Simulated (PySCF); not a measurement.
Stepwise substitution at one centre (B NH2-H). Isolated molecules, 0 K electronic values unless said otherwise. Strings in code marks are SMILES.

Computed with M06-2X/def2-TZVP // B3LYP-D3(BJ)/def2-TZVP run with PySCF. All candidates: neutral, multiplicity 1. Excitations are Tamm–Dancoff values on a coarser integration grid. The basis has no diffuse functions, so Rydberg states are missing or too high.

```json
{
 "S1 excitation (TDA)": "6.31 eV",
 "T1 excitation (TDA)": "6.07 eV",
 "HOMO": "-8.04 eV"
}
```

Task: Name which member has these values.
A. `NB(N)N`
B. `NBN`
C. `BN`

Result: A, `NB(N)N`. The others give `BN`: 7.24 eV, 6.26 eV, -10.05 eV; `NBN`: 6.68 eV, 6.45 eV, -8.29 eV
